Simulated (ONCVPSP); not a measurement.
## Mo, ONCV: configuration errors across variants

Mo, optimised norm-conserving Vanderbilt (ONCV), made with ONCVPSP 4.0.1 (PBE, fully relativistic). Core [Ar] 3d10, reference 4s2 4p6 4d5 5s1. Waves: 4s+5s: rc 1.95 bohr, ncon 3, nbas 6, qcut 7.6 1/bohr, 2 projectors; 4p: rc 1.50 bohr, ncon 4, nbas 7, qcut 11.1 1/bohr, 3 projectors, debl 3.7 Ha; 4d: rc 1.50 bohr, ncon 5, nbas 8, qcut 6.1 1/bohr, local. Local part: the d channel. Core correction: Teter function, fcfact 5.25, rcfact 1.5.

Open shells are filled in proportion to 2j + 1.

All-electron excitation energies from the reference (eV): (1) 4s2 4p6 4d5 5s0 6.891; (2) 4s2 4p6 4d4 5s0 22.352; (3) 4s2 4p6 4d3 5s0 49.093; (4) 4s2 4p6 4d6 5s0 0.762.

2 further variants failed, have other tests or too few solved ones, and are left out.

Errors AE − PS in meV (a dash: test not solved or not reliable):

```csv
change,(1),(2),(3),(4),bound ghosts,GHOST(+) flags above zero
base,-1.3,+0.3,+4.4,-3.0,none,none
s: qcut 5.1; p: qcut 7.4; d: qcut 4.1,-2.1,-0.3,+3.6,-4.5,none,s
s: qcut 5.4; p: qcut 7.9; d: qcut 4.4,-2.0,-0.3,+3.6,-4.4,none,s
s: qcut 6.3; p: qcut 9.1; d: qcut 5,-1.7,-0.1,+3.6,-3.8,none,s
s: qcut 6.8; p: qcut 9.9; d: qcut 5.5,-1.4,+0.1,+3.7,-3.3,none,s
s: qcut 7.5; p: qcut 11; d: qcut 6,-1.3,+0.2,+4.2,-3.0,none,none
s: qcut 9; p: qcut 13.2; d: qcut 7.3,-1.0,+0.4,+4.7,-2.5,none,none
s: qcut 10.3; p: qcut 15.1; d: qcut 8.3,-0.9,+0.5,+4.9,-2.3,none,p3/2
```

(1) Give the same row for: s: qcut 8.4; p: qcut 12.3; d: qcut 6.8.

## Answers

(1) -1.1, +0.4, +4.7, -2.6; bound ghosts: none; GHOST(+) flags above zero: none.
